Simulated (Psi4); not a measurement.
Psi4 input (wB97X-D/6-31G*):

```
memory 1500 MB

molecule {
0 2
Si   -0.00000000   -0.00000000   -1.18991500
C     0.00000000    0.00000000    0.65490400
N     0.00000000    0.00000000    1.81848400
symmetry c1
no_reorient
no_com
}

set {
  basis 6-31G*
  reference uks
  scf_type pk
  dft_radial_points 99
  dft_spherical_points 590
  e_convergence 1e-8
  d_convergence 1e-7
  maxiter 150
}

e = energy('wb97x-d')
print_out(f'\nFINAL {e:.10f} DIPOLE {variable("CURRENT DIPOLE")[0]:.6f} {variable("CURRENT DIPOLE")[1]:.6f} {variable("CURRENT DIPOLE")[2]:.6f}\n')
```

Output:

```
   => Loading Basis Set <=

    Name: 6-31G*
    Role: ORBITAL
    Keyword: BASIS
    atoms 1 entry SI         line   268 file 6-31gs.gbs
    atoms 2 entry C          line   111 file 6-31gs.gbs
    atoms 3 entry N          line   128 file 6-31gs.gbs

   => WB97X-D: Empirical Dispersion <=

    Chai and Head-Gordon Dispersion Correction
    Chai, J.-D.; Head-Gordon, M. (2010), J. Chem. Phys., 132: 6615-6620

        s6 =       1.000000

         ---------------------------------------------------------
                                   SCF
               by Justin Turney, Rob Parrish, Andy Simmonett
                          and Daniel G. A. Smith
                              UKS Reference
         ---------------------------------------------------------

  ==> Geometry <==

    Molecular point group: c1
    Full point group: C_inf_v

    Geometry (in Angstrom), charge = 0, multiplicity = 2:

       Center              X                  Y                   Z               Mass
    ------------   -----------------  -----------------  -----------------  -----------------
         SI           0.000000000000     0.000000000000    -1.189915000000    27.976926534650
         C            0.000000000000     0.000000000000     0.654904000000    12.000000000000
         N            0.000000000000     0.000000000000     1.818484000000    14.003074004430

  Running in c1 symmetry.

  Rotational constants: A = ************  B =      0.18511  C =      0.18511 [cm^-1]
  Rotational constants: A = ************  B =   5549.60273  C =   5549.60273 [MHz]
  Nuclear repulsion =   60.434094262061357

  Charge       = 0
  Multiplicity = 2
  Electrons    = 27
  Nalpha       = 14
  Nbeta        = 13

  ==> Algorithm <==

  SCF Algorithm Type is PK.
  DIIS enabled.
  MOM disabled.
  Fractional occupation disabled.
  Guess Type is SAD.
  Energy threshold   = 1.00e-08
  Density threshold  = 1.00e-07
  Integral threshold = 1.00e-12

  ==> Primary Basis <==

  Basis Set: 6-31G*
    Blend: 6-31G*
    Number of shells: 20
    Number of basis functions: 49
    Number of Cartesian functions: 49
    Spherical Harmonics?: false
    Max angular momentum: 2

  ==> DFT Potential <==

   => LibXC <=

    Version 7.1.2
    S. Lehtola, C. Steigemann, M. J. T. Oliveira, and M. A. L. Marques,  SoftwareX 7, 1–5 (2018) (10.1016/j.softx.2017.11.002)

   => Composite Functional: WB97X-D <=

    wB97X-D Hyb-GGA Exchange-Correlation Functional

    J.-D. Chai and M. Head-Gordon,  Phys. Chem. Chem. Phys. 10, 6615–6620 (2008) (10.1039/B810189B)

    Deriv               =              1
    GGA                 =           TRUE
    Meta                =          FALSE

    Exchange Hybrid     =           TRUE
    MP2 Hybrid          =          FALSE

   => Exchange-Correlation Functionals <=

    1.0000   wB97X-D range-separated functional

   => Exact (HF) Exchange <=

    0.7780            HF,LR [omega = 0.2000]
    0.2220               HF

   => LibXC Density Thresholds  <==

    XC_HYB_GGA_XC_WB97X_D:  1.00E-14

   => Molecular Quadrature <=

    Radial Scheme          =       TREUTLER
    Pruning Scheme         =           NONE
    Nuclear Scheme         =       TREUTLER

    Blocking Scheme        =         OCTREE
    BS radius alpha        =              1
    Pruning alpha          =              1
    Radial Points          =             99
    Spherical Points       =            590
    Total Points           =         166954
    Total Blocks           =           1309
    Max Points             =            256
    Max Functions          =             48
    Weights Tolerance      =       1.00E-15

  ==> Integral Setup <==

  Using in-core PK algorithm.
   Calculation information:
      Number of atoms:                   3
      Number of AO shells:              20
      Number of primitives:             57
      Number of atomic orbitals:        49
      Number of basis functions:        49

      Integral cutoff                 1.00e-12
      Number of threads:                 1

  Performing in-core PK
  Using 2252775 doubles for integral storage.
  We computed 21106 shell quartets total.
  Whereas there are 22155 unique shell quartets.

  Computing range-separated integrals for PK
  We computed 21106 wK shell quartets total.
  Whereas there are 22155 wK unique shell quartets.

  ==> DiskJK: Disk-Based J/K Matrices <==

    J tasked:                  Yes
    K tasked:                  Yes
    wK tasked:                 Yes
    Omega:               2.000E-01
    Schwarz Cutoff:          1E-12


  Cached 100.0% of DFT collocation blocks in 0.206 [GiB].

  Minimum eigenvalue in the overlap matrix is 2.7342300175E-03.
  Reciprocal condition number of the overlap matrix is 4.7527185163E-04.
    Using symmetric orthogonalization.

  ==> Pre-Iterations <==

  SCF Guess: Superposition of Atomic Densities via on-the-fly atomic UHF (no occupation information).

   -------------------------
    Irrep   Nso     Nmo
   -------------------------
     A         49      49
   -------------------------
    Total      49      49
   -------------------------

  ==> Iterations <==

                        Total Energy        Delta E     RMS |[F,P]|

   @UKS iter SAD:  -381.23371191677870   -3.81234e+02   0.00000e+00
   @UKS iter   1:  -382.05357367652800   -8.19862e-01   9.61452e-03 ADIIS/DIIS
   @UKS iter   2:  -381.93711194522871    1.16462e-01   1.39195e-02 ADIIS/DIIS
   @UKS iter   3:  -382.18301045588299   -2.45899e-01   1.64184e-03 ADIIS/DIIS
   @UKS iter   4:  -382.18696667318738   -3.95622e-03   9.07256e-04 ADIIS/DIIS
   @UKS iter   5:  -382.18854360385302   -1.57693e-03   1.91015e-04 ADIIS/DIIS
   @UKS iter   6:  -382.18882518553954   -2.81582e-04   5.54935e-05 DIIS
   @UKS iter   7:  -382.18885068563918   -2.55001e-05   1.38815e-05 DIIS
   @UKS iter   8:  -382.18885181648915   -1.13085e-06   5.55764e-06 DIIS
   @UKS iter   9:  -382.18885214544167   -3.28953e-07   2.23686e-06 DIIS
   @UKS iter  10:  -382.18885220753856   -6.20969e-08   9.41277e-07 DIIS
   @UKS iter  11:  -382.18885221891884   -1.13803e-08   4.49643e-07 DIIS
   @UKS iter  12:  -382.18885222146213   -2.54329e-09   1.91722e-07 DIIS
   @UKS iter  13:  -382.18885222189374   -4.31612e-10   7.68704e-08 DIIS
  Energy and wave function converged.

  ==> Post-Iterations <==

   Electrons on quadrature grid:
      Nalpha   =   14.0000000048 ; deviation = 4.832e-09
      Nbeta    =   13.0000000065 ; deviation = 6.499e-09
      Ntotal   =   27.0000000113 ; deviation = 1.133e-08

   @Spin Contamination Metric:   8.187717985E-03
   @S^2 Expected:                7.500000000E-01
   @S^2 Observed:                7.581877180E-01
   @S   Expected:                5.000000000E-01
   @S   Observed:                5.000000000E-01

    Orbital Energies [Eh]
    ---------------------

    Alpha Occupied:

       1A    -66.349968     2A    -14.479480     3A    -10.333698
       4A     -5.459821     5A     -3.808145     6A     -3.803960
       7A     -3.800073     8A     -1.016695     9A     -0.686426
      10A     -0.484899    11A     -0.454584    12A     -0.445674
      13A     -0.413813    14A     -0.286673

    Alpha Virtual:

      15A     -0.080975    16A      0.107315    17A      0.107402
      18A      0.117451    19A      0.196906    20A      0.298426
      21A      0.304165    22A      0.309390    23A      0.594423
      24A      0.599113    25A      0.599387    26A      0.615678
      27A      0.624407    28A      0.738060    29A      0.738708
      30A      0.758512    31A      0.769690    32A      0.920192
      33A      0.920525    34A      0.950274    35A      1.199680
      36A      1.569296    37A      1.593252    38A      1.593361
      39A      1.672525    40A      1.673934    41A      2.032044
      42A      2.032144    43A      2.641168    44A      2.664666
      45A      2.666834    46A      2.951160    47A      3.139877
      48A      3.980767    49A      4.215400

    Beta Occupied:

       1A    -66.347129     2A    -14.476099     3A    -10.335005
       4A     -5.457061     5A     -3.806619     6A     -3.798468
       7A     -3.794029     8A     -1.010495     9A     -0.668634
      10A     -0.473524    11A     -0.443823    12A     -0.436794
      13A     -0.396935

    Beta Virtual:

      14A     -0.071373    15A     -0.049406    16A      0.114150
      17A      0.118903    18A      0.127689    19A      0.198380
      20A      0.307229    21A      0.312598    22A      0.322472
      23A      0.596897    24A      0.602336    25A      0.615348
      26A      0.667056    27A      0.667433    28A      0.742395
      29A      0.757302    30A      0.761663    31A      0.775034
      32A      0.922436    33A      0.930063    34A      0.955839
      35A      1.202739    36A      1.572642    37A      1.595232
      38A      1.595274    39A      1.673469    40A      1.680433
      41A      2.036899    42A      2.036917    43A      2.645294
      44A      2.665280    45A      2.671616    46A      2.960599
      47A      3.145977    48A      3.988960    49A      4.212703

    Final Occupation by Irrep:
              A
    DOCC [    13 ]
    SOCC [     1 ]
    NA   [    14 ]
    NB   [    13 ]

  @UKS Final Energy:  -382.18885222189374

   => Energetics <=

    Nuclear Repulsion Energy =             60.4340942620613575
    One-Electron Energy =                -645.7484390529270968
    Two-Electron Energy =                 226.7783856856418936
    DFT Exchange-Correlation Energy =     -23.6527100848581533
    Empirical Dispersion Energy =          -0.0001830318116998
    VV10 Nonlocal Energy =                  0.0000000000000000
    Total Energy =                       -382.1888522218937396

  UHF NO Occupations:
  HONO-2 :   12  A 1.9985626
  HONO-1 :   13  A 1.9975555
  HONO-0 :   14  A 1.0000000
  LUNO+0 :   15  A 0.0024445
  LUNO+1 :   16  A 0.0014374
  LUNO+2 :   17  A 0.0001215
  LUNO+3 :   18  A 0.0000640

Computation Completed

Properties will be evaluated at   0.000000,   0.000000,   0.000000 [a0]

Properties computed using the SCF density matrix

 Multipole Moments:

 ------------------------------------------------------------------------------------
     Multipole            Electronic (a.u.)      Nuclear  (a.u.)        Total (a.u.)
 ------------------------------------------------------------------------------------

 L = 1.  Multiply by 2.5417464519 to convert [e a0] to [Debye]
 Dipole X            :         -0.0000000            0.0000000           -0.0000000
 Dipole Y            :          0.0000000            0.0000000            0.0000000
 Dipole Z            :         -1.0559393            0.0000038           -1.0559355
 Magnitude           :                                                    1.0559355

 ------------------------------------------------------------------------------------

FINAL -382.1888522219 DIPOLE -0.000000 0.000000 -1.055936

*** Psi4 exiting successfully. Buy a developer a beer!
```

The geometry given is a B3LYP-D3(BJ)/def2-TZVP minimum.
